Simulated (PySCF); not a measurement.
Calculated NMR parameters of C=CC[SiH2]C#N

* Formula: C4H7NSi
* SMILES: C=CC[SiH2]C#N
* Point group of the computed structure: C1
* Degrees of unsaturation: 3
* Carbon signals: 4
* Proton signals: 5

Numbering as in the mapped SMILES `[CH2:1]=[CH:2][CH2:3][SiH2:4][C:5]#[N:6]`; H(Xn) means a hydrogen on atom n. Ha(C1) is cis to C3; Hb(C1) is trans to C3.

- geometry: GFN2-xTB
- GIAO PBE0/pcSseg-1 shieldings
- run in PySCF 2.14.0 with density-fitted response routines
- single conformer, non-relativistic Hamiltonian, no solvent model, averaged over atoms made equivalent by symmetry, fast rotation or ring inversion

Scale: TMS for 1H (σ = 31.72 ppm) and 13C (σ = 186.93 ppm) and 29Si (σ = 349.16 ppm); NH3 for 15N (σ = 267.73 ppm) (reference shieldings calculated alike).

```tsv
carbon	δC, type	δH (multiplicity)	HMBC from (2–3 bonds)	span of the C tensor (ppm)
C1	123.9, CH2	Ha(C1) 5.54 (m); Hb(C1) 5.36 (m)	H(C2), H(C3)	207
C2	139.5, CH	6.05 (m)	Ha(C1), Hb(C1), H(Si4), H(C3)	235
C3	24.0, CH2	2.22 (m)	H(C2), Ha(C1), Hb(C1), H(Si4)	44
C5	123.5, C	–	H(Si4), H(C3)	340
```

Other nuclei:
```tsv
atoms	nucleus	environment	δ (ppm)	σ (ppm)
H(Si4)	1H	hydrogen on a silicon bonded to 2 C	4.27	27.45
Si4	29Si	silicon bonded to 2 C, 2 H	-71.3	420.4
N6	15N	nitrile nitrogen	365.1	-97.4
```

- Carbon types of the structure: 1 × C, 1 × CH, 2 × CH2, leaving 2 H on heteroatoms.
- δC 139.5: alkene CH; an sp2 carbon of a C=C bond.
- δC 123.9: terminal =CH2 carbon; an sp2 carbon of a C=C bond.
- δC 123.5: nitrile carbon; C≡N carbons fall here, among the sp2 signals but without a proton.
- δH 5.54, 5.36: hydrogen on a terminal =CH2 carbon; attached to an sp2 carbon and in the plane of the double bond.
- δH 2.22: hydrogen on an allylic sp3 CH2 bonded to Si; allylic position.

Shifts are as computed. Against solution values, carbons near 30 ppm lie about +3 ppm off and those near 130 ppm about +5 ppm (rms about the fit 2.1 ppm; single classes can miss by 10 ppm). Of 1328 compounds with measured shifts, 309 miss one by over three times the rms of a fit or turn the order of signals round; such compounds aren't used in these exercises. Signals without a measured value on file couldn't be tested in this way; 1H shifts scatter by 0.2 ppm about their fit, and single ones miss by 0.5 ppm. Experimental scales use liquid or dissolved standards, which lie at an offset from isolated NH3 (liquid NH3: subtract about 20 ppm). Unscaled 15N shifts of sp2 nitrogen often come out too high even then, by a few to some tens of ppm. Multiplicities follow the n + 1 count of equivalent neighbours, as no J values were calculated; m marks all less simple cases, F and P coupling included.
